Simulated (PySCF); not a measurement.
H8N2Si2, SMILES N[SiH2][SiH2]N.

The structure is a stationary point at PBE0-D3(BJ)/def2-SVP. The values are those of a single conformer.

Two levels are set side by side: TDDFT-PBE/def2-SVPD (PySCF) and TDDFT-LC-ωPBE/def2-SVPD (PySCF). Vertical, same geometry. The lowest singlet is HOMO→LUMO 99 % with PBE and HOMO→LUMO 68 %, HOMO−1→LUMO 18 % with the other functional; states are paired by order. Differences are taken from unrounded values.

```json
[
 {"quantity": "lowest singlet excitation (eV)", "TDDFT-PBE": "4.87"},
 {"quantity": "lowest triplet excitation (TDA) (eV)", "TDDFT-PBE": "4.66"}
]
```

Problem. These are the TDDFT-PBE values. What does TDDFT-LC-ωPBE give? (The exact figures need the calculation; the answer reports its results.)

Solution. 
```json
[
 {"quantity": "lowest singlet excitation (eV)", "TDDFT-LC-ωPBE": "6.35", "TDDFT-PBE minus TDDFT-LC-ωPBE": "-1.48"},
 {"quantity": "lowest triplet excitation (TDA) (eV)", "TDDFT-LC-ωPBE": "5.74", "TDDFT-PBE minus TDDFT-LC-ωPBE": "-1.08"}
]
```

A lower first singlet is the usual sign of a functional without exact exchange. Differences between two approximate levels are no errors against the true value.

Rough cost on one machine, each run with all the roots and properties that it gave: TDDFT-LC-ωPBE against TDDFT-PBE about 5 times.
